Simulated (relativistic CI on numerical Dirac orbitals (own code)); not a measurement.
# Line list: Electric-dipole lines, Br7+

Calculated at this level of theory: Dirac-Coulomb-Breit CI, KLI orbitals optimised for each configuration, model QED (radiative potential, 1s self-energy scaled to tabulated hydrogen-like ionisation energies), unscaled Slater integrals (own radial code, finite nucleus).

Configurations in the expansion (outside the closed core [Ne] 3p6): 3s²3d¹⁰, 3s²3d⁹4s, 3s²3d⁹4p, 3s²3d⁸4s², 3s²3d⁹4d, 3s²3d⁸4s4p, 3s²3d⁹5s, 3s²3d⁸4p², 3s²3d⁹5p, 3s²3d⁹4f, 3s²3d⁸4s4d, 3s²3d⁹5d, 3s²3d⁸4p4d, 3s²3d⁹6s, 3s²3d⁹5f, 3s²3d⁹6p, 3s²3d⁹5g, 3s²3d⁹6d, 3s²3d⁹6f, 3s²3d⁸4d², 3s3d¹⁰4s, 3s3d¹⁰4p, 3s3d¹⁰4d, 3s3d¹⁰5s, 3s3d¹⁰5p, 3s3d¹⁰4f, 3s3d¹⁰5d, 3s3d¹⁰6s, 3s3d¹⁰5f, 3s3d¹⁰6p, 3s3d¹⁰5g, 3s3d¹⁰6d, 3s3d¹⁰6f. Levels of other configurations are missing.

| λ vac (nm) | Lower | Upper | A (s⁻¹) | log gf | S velocity/length |
| --- | --- | --- | --- | --- | --- |
| 9.0240 | 3s²3d¹⁰ ¹S0 [1] | 3s²3d⁹4f ¹P°1 [71] | 3.98e+11 | 0.16 | 0.97 |
| 44.878 | 3s²3d⁹4p ³P°2 [6] | 3s²3d⁹4d ³P2 [21] | 1.32e+10 | 0.30 | 0.96 |
| 46.132 | 3s²3d⁹4p ³F°3 [7] | 3s²3d⁹4d ³G4 [20] | 1.75e+10 | 0.70 | 0.98 |
| 46.412 | 3s²3d⁹4p ³F°2 [10] | 3s²3d⁹4d ³G3 [24] | 1.06e+10 | 0.38 | 0.98 |
| 47.436 | 3s²3d⁹4p ³F°4 [9] | 3s²3d⁹4d ³G5 [19] | 1.81e+10 | 0.83 | 0.98 |
| 47.610 | 3s²3d⁹4p ³D°3 [15] | 3s²3d⁹4d ³F4 [31] | 1.65e+10 | 0.70 | 0.98 |
| 47.818 | 3s²3d⁹4p ³D°2 [17] | 3s²3d⁹4d ³F3 [33] | 1.27e+10 | 0.48 | 0.98 |
| 47.956 | 3s²3d⁹4p ³D°3 [13] | 3s²3d⁹4d ³F4 [27] | 1.34e+10 | 0.62 | 0.98 |
| 55.353 | 3s²3d⁹4d ³G4 [20] | 3s²3d⁹4f ³H°5 [50] | 1.62e+10 | 0.91 | 0.98 |
| 55.456 | 3s²3d⁹4d ³G5 [19] | 3s²3d⁹4f ³H°6 [49] | 1.68e+10 | 1.00 | 0.98 |
| 55.569 | 3s²3d⁹4d ¹F3 [29] | 3s²3d⁹4f ³H°4 [65] | 1.39e+10 | 0.76 | 0.98 |
| 55.835 | 3s²3d⁹4d ³G3 [24] | 3s²3d⁹4f ¹G°4 [57] | 1.01e+10 | 0.63 | 0.98 |
| 55.975 | 3s²3d⁹4d ³F4 [31] | 3s²3d⁹4f ¹H°5 [66] | 1.55e+10 | 0.90 | 0.98 |
| 56.326 | 3s²3d⁹4d ³F4 [27] | 3s²3d⁹4f ³G°5 [58] | 1.32e+10 | 0.84 | 0.98 |
| 56.422 | 3s²3d⁹4d ³F3 [33] | 3s²3d⁹4f ³G°4 [69] | 1.39e+10 | 0.77 | 0.98 |
| 58.854 | 3s²3d⁹4f ³H°6 [49] | 3s²3d⁹5g ³I7 [122] | 1.86e+10 | 1.16 | 1.00 |
| 59.027 | 3s²3d⁹4f ³H°5 [50] | 3s²3d⁹5g ¹I6 [123] | 1.82e+10 | 1.09 | 1.00 |
| 59.158 | 3s²3d⁹4f ³H°4 [65] | 3s²3d⁹5g ³I5 [148] | 1.73e+10 | 1.00 | 1.00 |
| 59.231 | 3s²3d⁹4f ¹H°5 [66] | 3s²3d⁹5g ³I6 [149] | 1.78e+10 | 1.09 | 1.00 |
| 59.776 | 3s²3d⁹4f ³F°4 [56] | 3s²3d⁹5g ³G5 [133] | 1.43e+10 | 0.92 | 1.00 |
| 59.869 | 3s²3d⁹4f ¹G°4 [57] | 3s²3d⁹5g ¹H5 [131] | 1.51e+10 | 0.95 | 1.00 |
| 59.891 | 3s²3d⁹4f ³G°5 [58] | 3s²3d⁹5g ³H6 [132] | 1.57e+10 | 1.04 | 1.00 |
| 60.025 | 3s²3d⁹4f ³G°4 [69] | 3s²3d⁹5g ³H5 [153] | 1.67e+10 | 1.00 | 1.00 |
| 69.716 | 3s²3d⁹4s ³D3 [2] | 3s²3d⁹4p ³F°4 [9] | 3.99e+09 | 0.42 | 0.98 |
| 74.140 | 3s²3d⁹4s ³D2 [3] | 3s²3d⁹4p ³F°3 [7] | 2.37e+09 | 0.14 | 0.98 |
| 75.600 | 3s²3d⁹4s ³D3 [2] | 3s²3d⁹4p ³P°2 [6] | 3.08e+09 | 0.12 | 0.95 |
| 111.44 | 3s²3d⁹5p ³F°3 [41] | 3s²3d⁹5d ³G4 [75] | 3.89e+09 | 0.81 | 1.03 |
| 114.40 | 3s²3d⁹5p ³F°4 [42] | 3s²3d⁹5d ³G5 [74] | 4.05e+09 | 0.94 | 1.03 |
| 124.90 | 3s²3d⁹5d ³G4 [75] | 3s²3d⁹5f ³H°5 [108] | 4.22e+09 | 1.04 | 1.03 |
| 125.19 | 3s²3d⁹5d ³G5 [74] | 3s²3d⁹5f ³H°6 [107] | 4.35e+09 | 1.12 | 1.03 |

Terms are leading LS components. Brackets give the number of a level in order of energy, since labels repeat. The list gives strong lines, with weight on those to low levels, among the lowest 400 of 1236 levels, so that lines to higher ones, which can be the strongest, are missing. Levels whose partners in the same complex of configurations lie outside the list can be far off, and so can their lines. Rates are taken at the computed energies, electric ones in the length gauge. A velocity-to-length ratio far from 1 marks an uncertain rate.

At this charge configurations can still be misplaced by up to about 7 % of their energy.

LS names give the leading component of a level, which can be under half, so a name can repeat, a term be missing and a line seem to break the LS rules.
